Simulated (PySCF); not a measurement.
C3H6BNO. Atoms are numbered in the order given.

```xyz
12

C      1.1326    -2.1689     0.0000
C      0.3786    -1.2140     0.0000
B     -0.5890    -0.0010     0.0000
N     -1.9745    -0.2232     0.0000
O     -0.1380     1.2860     0.0000
C      1.2126     1.6505     0.0000
H      1.7972    -3.0142     0.0000
H     -2.3811    -1.1462     0.0000
H     -2.6362     0.5410     0.0000
H      1.4334     2.2599    -0.8915
H      1.4334     2.2599     0.8915
H      1.8807     0.7737     0.0000
```
Charge 0, spin multiplicity 1.

Coordinates come from a PBE0-D3(BJ)/def2-SVP optimisation. This is a generated structure with no PubChem entry under its InChIKey; it may be hypothetical. Other conformers were not sampled.

Computed with PBE/def2-TZVP (PySCF).

Gas-phase values at a fixed geometry.

- total energy = -272.54651 hartree
- point group = Cs
- highest occupied level = -6.11 eV
- lowest empty level = -1.10 eV
- orbital gap = 5.00 eV
- dipole moment = 0.43 D
- quadrupole, principal values (traceless, Buckingham form, about the centre of nuclear charge) = -7.77, 0.87, 6.91 D·Å
- mean static polarisability = 61.5 bohr³ (9.12 Å³)
- polarisability, principal values = 42.5, 64.8, 77.3 bohr³
